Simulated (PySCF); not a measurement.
A structure optimised at B3LYP-D3(BJ)/def2-SVP, used in a PySCF frequency run:

```xyz
25

Ru     0.0000     0.0000     0.0000
N      1.5495     0.9061    -1.2720
H      2.4901     0.9102    -0.8622
H      1.3723     1.8901    -1.5024
H      1.6715     0.4491    -2.1824
N      0.0100    -1.7950    -1.2720
H      0.9507    -2.1335    -1.5024
H     -0.4468    -1.6721    -2.1824
H     -0.4568    -2.6116    -0.8622
N      1.5495    -0.9061     1.2720
H      2.4901    -0.9102     0.8622
H      1.3723    -1.8901     1.5024
H      1.6715    -0.4491     2.1824
N     -1.5595     0.8889    -1.2720
H     -2.3230     0.2434    -1.5024
H     -1.2247     1.2230    -2.1824
H     -2.0333     1.7014    -0.8622
N      0.0100     1.7950     1.2720
H      0.9507     2.1335     1.5024
H     -0.4468     1.6721     2.1824
H     -0.4568     2.6116     0.8622
N     -1.5595    -0.8889     1.2720
H     -2.0333    -1.7014     0.8622
H     -2.3230    -0.2434     1.5024
H     -1.2247    -1.2230     2.1824
```
Charge +2, spin multiplicity 1.

**Question.** Write its SMILES, formula and point group.

**Answer.** [NH3]->[Ru+2](<-[NH3])(<-[NH3])(<-[NH3])(<-[NH3])<-[NH3], H18N6Ru, D3

**Question.** What are its rotational constants (standard atomic weights)?

**Answer.** 1.3868, 1.3840, 1.3840 GHz
